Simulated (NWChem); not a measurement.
System: MgH₂Se; SMILES [SeH][MgH]

Input file for NWChem:

```
start job
memory heap 200 mb stack 900 mb global 1100 mb
geometry units angstroms
  Mg    -0.922667    -0.900550    -1.250154
  H     -1.793960    -1.354245    -2.495870
  Se     0.297755     0.304212     0.400621
  H      0.717184    -0.761681     1.257643
end
basis spherical
  * library def2-svp
end
dft
  xc xpbe96 cpbe96
  disp vdw 4
  iterations 150
end
driver
  maxiter 120
end
task dft optimize
task dft freq
```

This build's default masses of Se (78.918 u) and Br (79.917 u) are each other's, which moves their modes by up to 0.6 %.

The level has its own optimisation; frequencies are unscaled.

Task: Give the results of this calculation. (PBE-D3(BJ)/def2-SVP.) Quantities: r H–Mg (Å); r Mg–Se (Å); r H–Se (Å); highest harmonic frequency (cm⁻¹); lowest (cm⁻¹); zero-point energy (kcal/mol); dipole (D).

Result: 
```yaml
r H–Mg (Å): 1.702
r Mg–Se (Å): 2.456
r H–Se (Å): 1.488
highest harmonic frequency (cm⁻¹): 2342
lowest (cm⁻¹): 319
zero-point energy (kcal/mol): 7.8
dipole (D): 0.88
```
